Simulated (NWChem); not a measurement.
## Correlation energy of BeO

```
Be
O 1 1.3594
```
Charge 0, spin multiplicity 1.

Program: NWChem. All single points use one geometry, from PBE/def2-SVP, a minimum by its harmonic frequencies.

Basis set: cc-pVDZ. Each correlation energy counts from its own Hartree-Fock reference.

The correlated methods keep 2 core orbitals frozen. The structure started from a generated list of species. No row is a measurement; the coupled-cluster row has its own basis-set and correlation limits.

```
method        correlation energy (mHa)
------------  ------------------------
MP2                             -246.0
SCS-MP2                         -236.6
CR-CCSD[T]                         ___
CR-CCSD(T)                      -249.0
CCSD                               ___
CCSD+T(CCSD)                       ___
CCSD(T)                         -250.9
CCSDT                              ___
```

Q: Complete the blanks.

A: 
- CR-CCSD[T], correlation energy (mHa): -253.2
- CCSD, correlation energy (mHa): -239.7
- CCSD+T(CCSD), correlation energy (mHa): -256.5
- CCSDT, correlation energy (mHa): -252.0
